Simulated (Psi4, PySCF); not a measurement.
Psi4 was given this input:
```
memory 2 GB

molecule {
0 1
Ca    0.48463727   -0.07969732   -0.18176975
F    -0.72534756    1.23563849   -0.79918929
F    -0.35162414   -1.05853334    1.20312207
}

set {
  basis 6-31g**
  scf_type pk
  puream true
  d_convergence 1e-8
  dft_radial_points 99
  dft_spherical_points 590
}

energy('b3lyp5')
print_variables()
```

Question: Convert this to an input for PySCF.

Answer: Several could match; the one computed here: 
```python
from pyscf import gto, scf, dft

mol = gto.Mole()
mol.atom = '''
    Ca    0.484637   -0.079697   -0.181770
    F    -0.725348    1.235638   -0.799189
    F    -0.351624   -1.058533    1.203122
'''
mol.basis = '6-31g**'
mol.charge = 0
mol.spin = 0
mol.verbose = 4
mol.build()

mf = dft.RKS(mol)
mf.xc = 'b3lyp5'
mf.grids.atom_grid = (99, 590)
mf.grids.prune = None
mf.kernel()
```

Both were run: Psi4 gave -877.147341 Eh and PySCF -877.147313 Eh, 0.029 mEh apart.
